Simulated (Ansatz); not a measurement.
`COc1ccc(-c2ccc(-c3ccc(-c4ccc(-c5ccc(-c6ccc(C(F)=C(F)F)cc6)s5)s4)s3)s2)cc1`. The state is a singlet with charge 0. Geometry PBE-D4/def2-SVP; atoms count from 1.

Cartesian coordinates in Å:
```
C -10.249 -4.023 7.545
O -9.379 -5.005 7.017
C -8.332 -4.598 6.250
C -7.498 -5.619 5.743
C -6.400 -5.305 4.947
C -6.080 -3.959 4.625
C -4.919 -3.643 3.797
C -3.905 -4.485 3.342
C -2.924 -3.830 2.559
C -3.164 -2.465 2.394
C -2.391 -1.482 1.681
C -2.617 -0.111 1.538
C -1.635 0.548 0.765
C -0.631 -0.302 0.295
C 0.523 0.005 -0.508
C 1.502 -0.854 -1.016
C 2.499 -0.193 -1.766
C 2.311 1.188 -1.854
C 3.114 2.178 -2.523
C 2.898 3.552 -2.653
C 3.912 4.215 -3.382
C 4.929 3.371 -3.830
C 6.123 3.695 -4.602
C 6.470 5.043 -4.877
C 7.606 5.370 -5.613
C 8.464 4.358 -6.114
C 9.672 4.625 -6.889
F 10.377 3.537 -7.284
C 10.195 5.817 -7.275
F 11.307 5.931 -7.980
F 9.661 6.999 -6.992
C 8.125 3.010 -5.843
C 6.984 2.691 -5.108
S 4.606 1.724 -3.321
S 0.866 1.660 -0.977
S -0.928 -1.946 0.832
S -4.638 -2.009 3.225
C -6.927 -2.953 5.142
C -8.037 -3.255 5.940
H -11.019 -4.565 8.125
H -9.717 -3.317 8.221
H -10.750 -3.436 6.741
H -7.743 -6.663 5.988
H -5.778 -6.123 4.557
H -3.866 -5.555 3.584
H -2.049 -4.334 2.125
H -3.481 0.394 1.993
H -1.648 1.624 0.545
H 1.481 -1.939 -0.843
H 3.345 -0.704 -2.246
H 2.017 4.055 -2.231
H 3.898 5.292 -3.590
H 5.839 5.857 -4.494
H 7.833 6.428 -5.796
H 8.771 2.208 -6.222
H 6.749 1.631 -4.926
H -6.709 -1.896 4.924
H -8.662 -2.435 6.318
```

Single mean-field runs in def2-SVP are fitted with def2-universal-jkfit.

(1) Estimate the Mulliken populations of the heavy atoms from the PBE0/def2-SVP orbitals of Ansatz.

(2) And the Mayer bond orders between heavy atoms (over 0.3, the first 40 of 44)?

## Answers

(1) 
| atom | charge (e) |
| --- | --- |
| C1 | 0.09 |
| O2 | -0.34 |
| C3 | 0.21 |
| C4 | -0.04 |
| C5 | -0.04 |
| C6 | 0.07 |
| C7 | -0.09 |
| C8 | -0.02 |
| C9 | -0.02 |
| C10 | -0.08 |
| C11 | -0.08 |
| C12 | -0.03 |
| C13 | -0.02 |
| C14 | -0.08 |
| C15 | -0.08 |
| C16 | -0.03 |
| C17 | -0.02 |
| C18 | -0.08 |
| C19 | -0.07 |
| C20 | -0.02 |
| C21 | -0.01 |
| C22 | -0.10 |
| C23 | 0.08 |
| C24 | -0.04 |
| C25 | -0.02 |
| C26 | -0.04 |
| C27 | 0.18 |
| F28 | -0.21 |
| C29 | 0.35 |
| F30 | -0.15 |
| F31 | -0.16 |
| C32 | -0.02 |
| C33 | -0.05 |
| S34 | 0.12 |
| S35 | 0.13 |
| S36 | 0.13 |
| S37 | 0.11 |
| C38 | -0.05 |
| C39 | -0.10 |
Mulliken values depend strongly on the basis.

(2) C1–O2 0.95 (1.42 Å); O2–C3 1.11 (1.36 Å); C3–C4 1.34 (1.41 Å); C3–C39 1.31 (1.41 Å); C4–C5 1.44 (1.39 Å); C5–C6 1.33 (1.42 Å); C6–C7 1.10 (1.46 Å); C6–C38 1.35 (1.41 Å); C7–C8 1.51 (1.39 Å); C7–S37 1.12 (1.75 Å); C8–C9 1.29 (1.41 Å); C9–C10 1.48 (1.40 Å); C10–C11 1.19 (1.44 Å); C10–S37 1.12 (1.75 Å); C11–C12 1.47 (1.40 Å); C11–S36 1.12 (1.75 Å); C12–C13 1.30 (1.41 Å); C13–C14 1.47 (1.40 Å); C14–C15 1.19 (1.44 Å); C14–S36 1.12 (1.75 Å); C15–C16 1.47 (1.40 Å); C15–S35 1.12 (1.75 Å); C16–C17 1.31 (1.41 Å); C17–C18 1.47 (1.40 Å); C18–C19 1.19 (1.44 Å); C18–S35 1.12 (1.75 Å); C19–C20 1.47 (1.40 Å); C19–S34 1.13 (1.75 Å); C20–C21 1.30 (1.41 Å); C21–C22 1.50 (1.40 Å); C22–C23 1.11 (1.46 Å); C22–S34 1.12 (1.75 Å); C23–C24 1.33 (1.42 Å); C23–C33 1.33 (1.42 Å); C24–C25 1.45 (1.39 Å); C25–C26 1.32 (1.42 Å); C26–C27 1.05 (1.46 Å); C26–C32 1.34 (1.42 Å); C27–F28 1.04 (1.36 Å); C27–C29 1.61 (1.36 Å).
